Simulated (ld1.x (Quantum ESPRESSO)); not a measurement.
## Before and after: TM potential for calcium

calcium (Ca), norm-conserving Troullier–Martins (Kleinman–Bylander form), made with ld1.x (Quantum ESPRESSO) 7.5 (PBE, scalar-relativistic). Core [Ne] 3s2, reference 3p6 3d0 4s1.75 4p0 (charge +0.25). Waves: 4s (bound): rc 3.40 bohr; 3p (bound): rc 1.30 bohr; 3d (bound, empty): rc 2.15 bohr. Local part: all-electron potential smoothed inside 3.35 bohr (lloc = -2). Core correction: a·sin(br)/r model core, default radius (core density twice the valence density).

Change: reference 3p6 3d0 4s1.75 4p0.25 (4p counted twice).

Cutoffs: the cutoffs (Ry, on a coarse ladder) from which the occupation-weighted sum of valence levels, in a spherical-Bessel basis at the reference potential, stays within 10 and 1 mRy of its value at 400 Ry; they do not see the model core or the augmentation charge, which bear on the density cutoff. Errors are all-electron minus pseudo energies relative to the spin-unpolarised reference configuration.

Problem. What does the change do?

Solution. The potential gets neither clearly harder nor softer (55 Ry and 80 Ry → 55 Ry and 80 Ry); the miss of the reference levels goes from 0.00 to 0.26 eV; neither file shows a bound ghost. In the changed file ld1.x takes every shell without a wave as core, so the model core holds the 4p electrons as well and exchange and correlation see them twice. This cancels in the reference configuration, but the file is broken for other ones, and its errors say nothing about a proper core correction.

```csv
quantity,base,changed
"cutoff, loose",55 Ry,55 Ry
"cutoff, tight",80 Ry,80 Ry
bound ghosts,none,none
"largest miss of a reference level, eV",0.00,0.26
"largest error over its own tests, meV",-223,-628
s: phases at 3.71 bohr within 0.05 rad from the reference energy up to (Ry; the scan ends near 5),n/a,n/a
p: phases at 3.71 bohr within 0.05 rad from the reference energy up to (Ry; the scan ends near 5),-0.5,-0.5
d: phases at 3.71 bohr within 0.05 rad from the reference energy up to (Ry; the scan ends near 5),0.3,0.4
```
